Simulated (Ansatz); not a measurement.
A nudged elastic band was laid between two geometries of CH5NS2W (10 atoms, charge 0, multiplicity 1).

All numbers below come from Ansatz, RKS PBE-D4/def2-SVP.

```yaml
movable_images: 5
climbing_image: yes
spring: 5.0 eV/Å²
optimiser: quadratic models (default)
start_path: through a guess of the saddle point
force_threshold: 0.05 eV/Å
iteration_limit: 60
end_points: relaxed
```

Initial state:

```xyz
10
Properties=species:S:1:pos:R:3
C -1.465 -0.444 0.298
W 0.239 0.460 -0.566
N 1.764 -0.100 0.486
S 0.317 -0.277 -2.588
S -0.110 2.582 -0.442
H -2.378 -0.158 -0.264
H -1.362 -1.550 0.270
H -1.577 -0.111 1.351
H 2.181 0.466 1.234
H 2.391 -0.868 0.220
```

Final state:

```xyz
10
Properties=species:S:1:pos:R:3
C -1.464 -0.443 0.299
W 0.239 0.461 -0.567
N 1.764 -0.100 0.485
S 0.319 -0.275 -2.589
S -0.111 2.582 -0.443
H -2.378 -0.162 -0.265
H -1.359 -1.549 0.276
H -1.578 -0.106 1.351
H 2.385 -0.875 0.225
H 2.184 0.468 1.230
```

Problem. What changes between the two ends?

Solution. No bond is made or broken. The dihedral S4–W2–N3–H9 goes from 147 to -17°. The two ends are copies of one structure, up to a mirror image or an exchange of like atoms.

Problem. Give the energies along the band, and the barrier.

Solution. It converged. The highest image is number 3 of 0 to 6, 0.47 eV above the ends, which have the same energy within 2 meV. A vibrational analysis at the climbing image gives one clearly imaginary mode, 434i cm⁻¹: a first-order saddle point.

```tsv
image	path coordinate (Å)	energy (eV)	dihedral S4–W2–N3–H9 (°)
0	0.00	0.00	147
1	0.62	0.10	115
2	1.24	0.33	81
3	1.85	0.47	60
4	2.47	0.33	42
5	3.08	0.10	12
6	3.70	0.00	-17
```

Problem. What is the geometry of the highest image?

Solution. 
```xyz
10
Properties=species:S:1:pos:R:3:forces:R:3
C -1.505 -0.511 0.241 0.00 0.01 0.00
W 0.220 0.453 -0.469 0.00 0.01 0.00
N 1.865 -0.027 0.456 0.00 0.00 0.00
S 0.348 -0.035 -2.566 0.00 0.00 0.00
S -0.170 2.567 -0.290 0.00 0.00 0.00
H -2.421 -0.207 -0.307 0.00 0.00 0.00
H -1.376 -1.610 0.122 0.00 -0.01 0.00
H -1.641 -0.251 1.315 0.00 0.00 0.00
H 2.809 0.325 0.268 0.00 0.00 0.00
H 1.871 -0.704 1.230 0.00 0.00 0.00
```

Problem. What are the harmonic wavenumbers there?

Solution. 434i, 159, 165, 166, 181, 184, 193, 324, 483, 514, 516, 559, 608, 646, 682, 1141, 1329, 1344, 1434, 2943, 3045, 3071, 3449, 3557 cm⁻¹.

Run time: 4.3 min on 2 threads of Arm Neoverse N1, with other jobs on the host, peak memory 0.18 GiB.
